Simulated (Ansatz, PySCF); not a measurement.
System: C3H6O, net charge 0, singlet state. SMILES: C=CCO
Structure (B3LYP-D3(BJ)/def2-TZVP (Ansatz, a first-principles code) minimum search):
```
C
C 1 1.3271
H 2 1.0825 1 121.90
H 2 1.0847 3 116.79 1 179.46
H 1 1.0863 2 120.26 3 -1.03
C 1 1.4963 5 115.57 2 178.75
H 6 1.0922 1 110.53 5 60.03
H 6 1.0967 7 107.77 1 -120.37
O 6 1.4280 7 105.02 8 -118.62
H 9 0.9640 6 107.86 7 -175.79
```

Unscaled harmonic wavenumbers (cm⁻¹) in rising order, each level at the stationary point that it reaches from this structure (no distance between atoms moves by over 0.3 Å); the order of modes can differ between levels, and a negative number is imaginary. B3LYP-D3(BJ)/def2-TZVP (PySCF, at the structure above): 120, 336, 348, 449, 670, 928, 947, 969, 1033, 1043, 1150, 1227, 1318, 1352, 1407, 1462, 1504, 1706, 2998, 3065, 3131, 3143, 3216, 3789.

HF/3-21G (Ansatz): 111, 346, 382, 490, 710, 977, 1041, 1109, 1126, 1173, 1241, 1345, 1450, 1480, 1520, 1615, 1678, 1859, 3196, 3267, 3310, 3337, 3389, 3860. Zero-point energy 57.2 against 53.3 kcal/mol; where all levels lie over 400 cm⁻¹, the wavenumbers are on average 1.083 times those of B3LYP-D3(BJ)/def2-TZVP.

B3LYP/6-31G* (Ansatz): 119, 336, 364, 453, 665, 929, 950, 958, 1038, 1063, 1157, 1237, 1324, 1373, 1429, 1478, 1530, 1729, 3001, 3080, 3152, 3162, 3235, 3734. Zero-point energy 53.6 against 53.3 kcal/mol; where all levels lie over 400 cm⁻¹, the wavenumbers are on average 1.006 times those of B3LYP-D3(BJ)/def2-TZVP.
